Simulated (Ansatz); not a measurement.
Basis-set extrapolation for `C[Si](F)(F)Cl` (PBE0-D4/def2-TZVP geometry, frozen core, the Gaussian-basis code of Ansatz). Multiplicity 1, RHF reference.

```json
{"": "HF", "def2-TZVPP": "-987.277803", "def2-QZVPP": "-987.311668"}
{"": "MP2 correlation", "def2-TZVPP": "-0.976569", "def2-QZVPP": "-1.066387"}
{"": "CCSD(T) correlation", "def2-TZVPP": "-1.043194", "def2-QZVPP": "not run"}
```

Energies in hartree. Use E(X) = E(∞) + A·exp(−7.88·√X) for Hartree–Fock and E(X) = E(∞) + B·X^(−2.97) for correlation, with X = 3 and 4, and add CCSD(T) minus MP2 of the smaller set to the MP2 limit.

Question: What is the CCSD(T) energy at the basis-set limit?

Answer: HF limit: -987.311668 + (-0.033865) × 0.13774 = -987.31633. MP2 limit: -1.066387 + (-0.089818) × 0.74074 = -1.13292. Higher-order term: -1.043194 − (-0.976569) = -0.06662. Total: -988.51587 hartree, 122.3 kcal/mol below CCSD(T)/def2-TZVPP.
